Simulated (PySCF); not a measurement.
An unknown is described by computed data only.

Formula: C2H6FNSi.

* Triplet: lowest triplet excitation (Tamm–Dancoff): 3.51 eV [TDA CAM-B3LYP/def2-SVPD]
* UV, strongest line: among the 10 lowest singlet transitions: S4 at 7.36 eV (168 nm, f = 0.380) [TDDFT CAM-B3LYP/def2-SVPD]
* NMR, other nuclei: isotropic shieldings of nuclei other than C and H, by class: -77 (1 N), 406 (1 F), 417 (1 Si) ppm [GIAO KT3/pcSseg-2]
* 1H NMR: chemical shifts (computed TMS as zero) by class: 8.60 (1 H), 5.04 (2 H), 5.03 (3 H) ppm [GIAO KT3/pcSseg-2]
* UV, first state: lowest singlet excitation: 4.07 eV (305 nm, f = 0.000) [TDDFT CAM-B3LYP/def2-SVPD]
* 13C NMR: chemical shifts (computed TMS as zero) by class: 169.8 (1 C), 90.7 (1 C) ppm [GIAO KT3/pcSseg-2]
* XPS: Si2p3/2 106.9, C1s 292.4, C1s 293.7, N1s 404.3, F1s 693.2, Si1s 1846.7 eV [ΔSCF SCAN, pcX-2 on the ionised atom, pcseg-1 elsewhere, spin-free X2C, 2p3/2 from a spin–orbit splitting computed afterwards within the 2p shell]
* Rotational structure: rotational constants A, B, C: 6.830, 2.948, 2.140 GHz [PBE0-D3(BJ)/def2-SVP]

Gas-phase values; electronic properties from PySCF, density fitting. Levels stand in brackets. Isolated species at its PBE0-D3(BJ)/def2-SVP geometry (one conformer only). Each NMR value is the plain mean over a class of atoms that symmetry, rotation or inversion makes alike.

Q: Give a SMILES that accounts for the data.

A: Numbering: `[F:1][CH2:2]/[CH:3]=[N:4]\[SiH3:5]`. Its formula, C2H6FNSi, gives 1 degree of unsaturation: 0 rings and 1 π bond in the structure found. 2 carbons fall into 2 classes; from least to most shielded: C=N carbon [C3] (169.8 ppm), sp3 C–F carbon [C2] (90.7 ppm). Hydrogen classes from least to most shielded: 1 H on a C=N carbon, C3 (8.60 ppm), 2 H on an sp3 C–F carbon, C2 (5.04 ppm), 3 H on an SiH3 silicon, Si5 (5.03 ppm). The other shieldings belong to: -77 ppm, C=N nitrogen [N4]; 406 ppm, alkyl fluorine [F1]; 417 ppm, SiH3 silicon [Si5]. The core levels belong to: Si2p3/2 106.9 eV, SiH3 silicon [Si5]; C1s 292.4 eV, C=N carbon [C3]; C1s 293.7 eV, sp3 C–F carbon [C2]; N1s 404.3 eV, C=N nitrogen [N4]; F1s 693.2 eV, alkyl fluorine [F1]; Si1s 1846.7 eV, SiH3 silicon [Si5]. The hole state at 292.4 eV has ⟨S²⟩ = 0.84 against 0.75, so that value is less sure. The optimised geometry has point group Cs and is an asymmetric top. Structure: `FC/C=N\[SiH3]`. Computed isomers that give other values at the same levels: `C=C(F)[SiH2]N` (smallest rotational constant: 1.979 GHz; this holds for the one conformer computed); `C=N[Si@@H](C)F` (core binding energies: Si2p3/2 107.7, C1s 290.5, C1s 292.3, N1s 404.7, F1s 692.0, Si1s 1847.7 eV). The assignments are read from this structure; whether some other isomer fits the data as well wasn't checked.

Shape of the structure used: `[F:1][CH2:2]/[CH:3]=[N:4]\[SiH3:5]`: F1–C2–C3–N4 0°.
